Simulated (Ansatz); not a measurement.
The same path of CH9GeNOSi (14 atoms, charge 0, multiplicity 1) was run 3 times with different band settings. The coordinate that changes most is the dihedral N2–Si3–O4–H11.

Level of theory: RKS BLYP-D4/def2-SVP (Ansatz).

Relaxed end points:

```xyz
14
Properties=species:S:1:pos:R:3
C -1.634 1.678 0.498
N -0.647 0.600 0.584
Si 0.187 -0.127 -0.760
O -0.691 -1.187 -1.751
Ge 2.062 -1.281 0.218
H -1.522 2.400 1.336
H -1.483 2.244 -0.444
H -2.690 1.321 0.499
H -0.662 0.100 1.477
H 0.557 0.968 -1.708
H -0.965 -2.021 -1.327
H 1.558 -2.250 1.336
H 3.088 -0.317 0.884
H 2.832 -2.157 -0.813
```

```xyz
14
Properties=species:S:1:pos:R:3
C -1.582 1.656 0.510
N -0.739 0.464 0.588
Si 0.170 -0.280 -0.697
O -0.554 -1.597 -1.481
Ge 2.139 -1.245 0.267
H -1.386 2.360 1.349
H -1.366 2.204 -0.429
H -2.675 1.429 0.514
H -0.852 -0.062 1.459
H 0.428 0.839 -1.671
H -1.387 -1.400 -1.951
H 1.755 -2.068 1.534
H 3.126 -0.133 0.732
H 2.911 -2.194 -0.694
```

Common settings: spring 5.0 eV/Å²; optimiser quadratic models (default); start path through a guess of the saddle point; force threshold 0.05 eV/Å; iteration limit 60; end points relaxed.

| run | movable images | climbing image |
| --- | --- | --- |
| 1 | 5 | yes |
| 2 | 4 | no |
| 3 | 2 | no |

Problem. What does each run give, and how far can it be trusted?

Solution. Run 1: converged after 12 iterations, highest image 0.056 eV above the first end. A vibrational analysis at the climbing image gives one clearly imaginary mode, 254i cm⁻¹: a first-order saddle point.
Run 2: converged after 13 iterations, highest image 0.052 eV above the first end. No image climbed, so the highest image needn't sit at the top of the path.
Run 3: converged after 8 iterations, highest image 0.041 eV above the first end. No image climbed, so the highest image needn't sit at the top of the path. So few images can step over the top or miss a turn of the path.
